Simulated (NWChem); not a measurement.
System: InCl₂, doublet; SMILES [Cl][In][Cl]

Excerpt of the output:

```
             Northwest Computational Chemistry Package (NWChem) 7.3.0
             --------------------------------------------------------

 C2V symmetry detected

                             Geometry "geometry" -> ""
                             -------------------------

 Output coordinates in angstroms (scale by  1.889725989 to convert to a.u.)

  No.       Tag          Charge          X              Y              Z
 ---- ---------------- ---------- -------------- -------------- --------------
    1 In                  49.0000     0.00000000     0.00000000     0.49565978
    2 Cl                  17.0000     2.08598200     0.00000000    -0.71433322
    3 Cl                  17.0000    -2.08598200     0.00000000    -0.71433322

 Effective nuclear repulsion energy (a.u.)     402.2403188438

      Symmetry information
      --------------------

 Group name             C2v
 Group number             16
 Group order               4
 No. of unique centers     2

                                 NWChem DFT Module
                                 -----------------

 Summary of "ao basis" -> "ao basis" (spherical)
 ------------------------------------------------------------------------------
       Tag                 Description            Shells   Functions and Types
 ---------------- ------------------------------  ------  ---------------------
 In                         def2-svp                10       26   4s4p2d
 Cl                         def2-svp                 8       18   4s3p1d

      Symmetry analysis of basis
      --------------------------

        a1         25
        a2          7
        b1         19
        b2         11

            General Information
            -------------------
          SCF calculation type: DFT
          Wavefunction type:  spin polarized.
          No. of atoms     :     3
          No. of electrons :    55
           Alpha electrons :    28
            Beta electrons :    27
          Charge           :     0
          Spin multiplicity:     2
          Use of symmetry is: on ; symmetry adaption is: on
          Maximum number of iterations: 150
          AO basis - number of functions:    62
                     number of shells:    26
          Convergence on energy requested:  1.00D-06
          Convergence on density requested:  1.00D-05
          Convergence on gradient requested:  5.00D-04

              XC Information
              --------------
                         SCAN Method XC Functional
                  SCAN metaGGA Exchange Functional  1.000
                        SCAN Correlation Potential  1.000

             Grid Information
             ----------------
          Grid used for XC integration:  xcoarse
          Radial quadrature: Mura-Knowles
          Angular quadrature: Lebedev.
          Tag              B.-S. Rad. Rad. Pts. Rad. Cut. Ang. Pts.
          ---              ---------- --------- --------- ---------
          In                  1.55       84           7.0       194
          Cl                  1.00       42          10.0       194
          Grid pruning is: on
          Number of quadrature shells:   126
          Spatial weights used:  Erf1

      Superposition of Atomic Density Guess
      -------------------------------------

 Sum of atomic energies:       -1136.69734030

      Non-variational initial energy
      ------------------------------

 Total energy =   -1107.912013
 1-e energy   =   -1990.681091
 2-e energy   =     689.433438
 HOMO         =      -0.208842
 LUMO         =       0.014350

   Symmetry analysis of molecular orbitals - initial alpha
   -------------------------------------------------------

  Numbering of irreducible representations:

     1 a1          2 a2          3 b1          4 b2

  Orbital symmetries:

     1 a1          2 b1          3 a1          4 b1          5 a1
     6 b1          7 a1          8 b2          9 b1         10 a2
    11 a1         12 b1         13 a1         14 b2         15 a1
    16 b1         17 a2         18 a1         19 b2         20 a1
    21 b1         22 a1         23 b1         24 b2         25 a1
    26 a2         27 b1         28 a1         29 b2         30 a1
    31 b1         32 a1         33 b2         34 a1         35 b1
    36 a2         37 a1         38 b2

   Symmetry analysis of molecular orbitals - initial beta
   ------------------------------------------------------

  Numbering of irreducible representations:

     1 a1          2 a2          3 b1          4 b2

  Orbital symmetries:

     1 a1          2 b1          3 a1          4 b1          5 a1
     6 b1          7 a1          8 b2          9 b1         10 a2
    11 a1         12 b1         13 a1         14 b2         15 a1
    16 b1         17 a2         18 a1         19 b2         20 a1
    21 b1         22 a1         23 b1         24 b2         25 a1
    26 a2         27 b1         28 a1         29 b2         30 a1
    31 b1         32 a1         33 b2         34 a1         35 b1
    36 a2         37 a1         38 b2

     ---------------------------------------------
      Total Density - Mulliken Population Analysis
     ---------------------------------------------

    Atom       Charge   Shell Charges
 -----------   ------   -------------------------------------------------------
    1 In  21    19.84   2.60 -0.60  0.79  0.56  3.24  2.75  0.31  0.14  9.72  0.34
    2 Cl  17    17.58   2.00  1.99  1.24  0.73  5.94  2.18  3.49  0.01
    3 Cl  17    17.58   2.00  1.99  1.24  0.73  5.94  2.18  3.49  0.01

     --------------------------------------------
      Spin Density - Mulliken Population Analysis
     --------------------------------------------

    Atom       Charge   Shell Charges
 -----------   ------   -------------------------------------------------------
    1 In  21     0.70   0.00  0.00  0.27  0.34 -0.00  0.00  0.05  0.03  0.00  0.00
    2 Cl  17     0.15   0.00  0.00  0.01 -0.00  0.00  0.07  0.08  0.00
    3 Cl  17     0.15   0.00  0.00  0.01 -0.00  0.00  0.07  0.08  0.00

   convergence    iter        energy       DeltaE   RMS-Dens  Diis-err
 ---------------- ----- ----------------- --------- --------- ---------
 d= 0,ls=0.0,diis     1  -1110.3618475418 -1.30D+03  1.78D-02  8.80D-02
                                                     1.83D-02  8.39D-02
 d= 0,ls=0.0,diis     2  -1110.1729257211  1.89D-01  9.12D-03  3.45D-01
                                                     1.22D-02  3.34D-01
 d= 0,ls=0.0,diis     3  -1110.4320834276 -2.59D-01  9.94D-04  2.48D-03
                                                     6.80D-04  2.45D-03
 d= 0,ls=0.0,diis     4  -1110.4332286310 -1.15D-03  2.44D-04  2.72D-04
                                                     2.42D-04  2.83D-04
 d= 0,ls=0.0,diis     5  -1110.4333945412 -1.66D-04  1.39D-04  1.44D-05
                                                     4.92D-05  9.23D-06
  Resetting Diis
 d= 0,ls=0.0,diis     6  -1110.4334042426 -9.70D-06  2.66D-05  8.43D-07
                                                     3.13D-05  1.28D-06
 d= 0,ls=0.0,diis     7  -1110.4334052003 -9.58D-07  1.03D-05  8.48D-08
                                                     7.37D-06  6.91D-08
 d= 0,ls=0.0,diis     8  -1110.4334052350 -3.46D-08  3.69D-06  3.62D-08
                                                     2.90D-06  3.77D-08

         Total DFT energy =    -1110.433405234976
      One electron energy =    -1991.771716543168
           Coulomb energy =      761.394566909372
    Exchange-Corr. energy =      -73.391894866999
 Nuclear repulsion energy =      193.335639265819

 Numeric. integr. density =       54.999921480790

                  Occupations of the irreducible representations
                  ----------------------------------------------

                     irrep           alpha         beta
                     --------     --------     --------
                     a1               12.0         11.0
                     a2                3.0          3.0
                     b1                9.0          9.0
                     b2                4.0          4.0

                    DFT Final Alpha Molecular Orbital Analysis
                    ------------------------------------------

 Vector   26  Occ=1.000000D+00  E=-2.870089D-01  Symmetry=a2
              MO Center=  4.0D-14,  1.4D-15, -6.9D-01, r^2= 5.4D+00
   Bfn.  Coefficient  Atom+Function         Bfn.  Coefficient  Atom+Function
  ----- ------------  ---------------      ----- ------------  ---------------
    38      0.462437  2 Cl py                56     -0.462437  3 Cl py
    35      0.335279  2 Cl py                53     -0.335279  3 Cl py
    32      0.195687  2 Cl py                50     -0.195687  3 Cl py
    17     -0.087243  1 In d -2              22      0.049120  1 In d -2

 Vector   27  Occ=1.000000D+00  E=-2.845329D-01  Symmetry=b1
              MO Center=  4.0D-14, -1.5D-15, -6.8D-01, r^2= 5.5D+00
   Bfn.  Coefficient  Atom+Function         Bfn.  Coefficient  Atom+Function
  ----- ------------  ---------------      ----- ------------  ---------------
    39      0.349013  2 Cl pz                57     -0.349013  3 Cl pz
    37      0.304352  2 Cl px                55      0.304352  3 Cl px
    36      0.252263  2 Cl pz                54     -0.252263  3 Cl pz
    34      0.223791  2 Cl px                52      0.223791  3 Cl px
    33      0.147136  2 Cl pz                51     -0.147136  3 Cl pz

[...]

                         DFT ENERGY GRADIENTS

    atom               coordinates                        gradient
                 x          y          z           x          y          z
   1 In      0.000000   0.000000   0.936661    0.000000   0.000000   0.006399
   2 Cl      3.941934   0.000000  -1.349894    0.006722   0.000000  -0.003200
   3 Cl     -3.941934   0.000000  -1.349894   -0.006722   0.000000  -0.003200
```

Level: SCAN/def2-SVP with def2 effective core potentials on In, spin-unrestricted. In the optimisation the excess spin sits in a1 (C2v, its own frame). The geometry was optimised at PBE-D3(BJ)/def2-SVP, spin-unrestricted. This spin state was assumed; another may lie lower. No stability test was run on the SCF state. def2 effective core potentials on In; no spin-orbit coupling.

Question: Which NWChem input produces such a log?

Answer: One answer among several that fit: the input that was run:
```
start job
memory heap 200 mb stack 900 mb global 1100 mb
geometry units angstroms noautoz
  In     0.000000     0.000000     0.478142
  Cl     2.085982     0.000000    -0.731851
  Cl    -2.085982     0.000000    -0.731851
end
basis spherical
  In library def2-svp
  Cl library def2-svp
end
ecp
  In library def2-ecp
end
dft
  odft
  mult 2
  xc scan
  grid xcoarse
  iterations 150
  mulliken
end
task dft gradient
```
